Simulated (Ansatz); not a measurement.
Start from `C#[C][Hf]([OH])([OH])[Cl]` and change one atom or group to get `[OH][Hf]([OH])([F])[Cl]`.

Ansatz, PBE0-D4/def2-TZVP geometries, multiplicity 1. Each molecule was computed in one conformer, which needn't be the lowest.

Elements past krypton have def2 core potentials.

```csv
property,`C#[C][Hf]([OH])([OH])[Cl]`
size of the dipole moment (ωB97M-V/def2-TZVPP) / D,3.26
HOMO energy (ωB97M-V/def2-TZVPP) / eV,-10.26
LUMO energy (PBE0/def2-TZVPP) / eV,-1.22
HOMO energy (B3LYP/def2-TZVPP) / eV,-7.76
LUMO energy (B3LYP/def2-TZVPP) / eV,-1.43
HOMO–LUMO gap (B3LYP/def2-TZVPP) / eV,6.33
```

Q: Give the same properties after the change, and the shifts. (An estimate is asked.)

A: The calculation gave: 
```json
{"property": "size of the dipole moment (ωB97M-V/def2-TZVPP) / D", "`[OH][Hf]([OH])([F])[Cl]`": "3.66", "shift": "0.40"}
{"property": "HOMO energy (ωB97M-V/def2-TZVPP) / eV", "`[OH][Hf]([OH])([F])[Cl]`": "-11.29", "shift": "-1.03"}
{"property": "LUMO energy (PBE0/def2-TZVPP) / eV", "`[OH][Hf]([OH])([F])[Cl]`": "-0.31", "shift": "0.91"}
{"property": "HOMO energy (B3LYP/def2-TZVPP) / eV", "`[OH][Hf]([OH])([F])[Cl]`": "-8.72", "shift": "-0.96"}
{"property": "LUMO energy (B3LYP/def2-TZVPP) / eV", "`[OH][Hf]([OH])([F])[Cl]`": "-0.64", "shift": "0.79"}
{"property": "HOMO–LUMO gap (B3LYP/def2-TZVPP) / eV", "`[OH][Hf]([OH])([F])[Cl]`": "8.08", "shift": "1.75"}
```

With PBE0 the HOMO falls by 0.99 eV and the LUMO rises by 0.91 eV, so the gap widens by about 1.90 eV. PBE moves the HOMO by -0.73 eV and ωB97M-V by -1.03 eV. The zero-point energy changes by -42.9 kJ/mol with -6 modes. Dipoles are sizes alone; their direction can turn.

Positive LUMOs are unbound, so they and the gaps depend on the basis.

B3LYP here is the variant with VWN-RPA as its local correlation; programs differ in this.
